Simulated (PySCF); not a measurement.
NICS in isomers of C4H7N3.

NICS = −σ at a ghost point: NICS(0) at the centroid of the ring atoms, NICS(1) 1 Å to either side along the normal of their mean plane, zz for the tensor component along that normal. Level: GIAO PBE0/pcSseg-1 (PySCF, non-relativistic, gas phase) on the GFN2-xTB geometries, one conformer each. Atom numbers follow the mapped SMILES.

Question: Order these rings by mean NICS(1)zz, lowest (most negative) first (ppm).
A. ring C2–C3–N4–N5–N7 in `[CH3:1][c:2]1[cH:3][n:4][n:5]([CH3:6])[n:7]1`
B. ring N2–C3–C4–C6–N7 in `[CH3:1][n:2]1[cH:3][c:4]([NH2:5])[cH:6][n:7]1`
C. ring N3–C4–C5–N6–N7 in `[CH3:1][CH2:2][n:3]1[cH:4][cH:5][n:6][n:7]1`

Answer: C (-34.2), A (-32.5), B (-27.9).

```tsv
SMILES	ring	NICS(0)	NICS(1)	NICS(1)zz	HOMA	rms pucker (Å)	ring atoms with four or more neighbours
CCn1ccnn1	5-membered ring with 3 N; formal bonds all aromatic	-13.4	-13.4	-34.2	0.95	0.00	0
Cc1cnn(C)n1	5-membered ring with 3 N; formal bonds all aromatic	-12.9	-13.2	-32.5	0.99	0.00	0
Cn1cc(N)cn1	5-membered ring with 2 N; formal bonds all aromatic	-13.5	-11.1	-27.9	0.96	0.00	0
```

NICS(0) gives another order. The isotropic NICS(1) gives the same order. HOMA uses Krygowski's 1993 parameters. NICS(1) and NICS(1)zz are means over the two faces.
